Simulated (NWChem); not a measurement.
GeH2SO, singlet; SMILES [OH][Ge][SH]

```xyz
5

Ge    -0.4421    -0.5514     0.0000
O      1.1604    -1.3295     0.0000
H      1.9365    -0.7554     0.0000
S      0.2670     1.6048     0.0000
H     -0.9852     2.1116     0.0000
```
Atoms are numbered in this order, from 1.

Level: PBE0/def2-SVP (NWChem), optimised geometry, unscaled harmonic frequencies. Low-valent species are run as closed-shell singlets; no triplet was tried in these runs.

| frequency (cm⁻¹) | IR intensity (km/mol) |
|---|---|
| 189 | 13.1 |
| 289 | 42.7 |
| 371 | 50.0 |
| 464 | 119.1 |
| 665 | 11.8 |
| 699 | 132.9 |
| 813 | 78.4 |
| 2719 | 0.9 |
| 3871 | 69.1 |

| Property | Value |
|---|---|
| zero-point energy | 14.4 kcal/mol |
| thermal correction to the enthalpy at 298.15 K (with zero-point energy) | 18.0 kcal/mol |
| heat capacity Cv | 14.7 cal/(mol K) |
| entropy at 298.15 K and 1 atm (symmetry number 1) | 72.1 cal/(mol K) |
| dipole moment | 0.88 D |

Rigid rotor and harmonic oscillator.
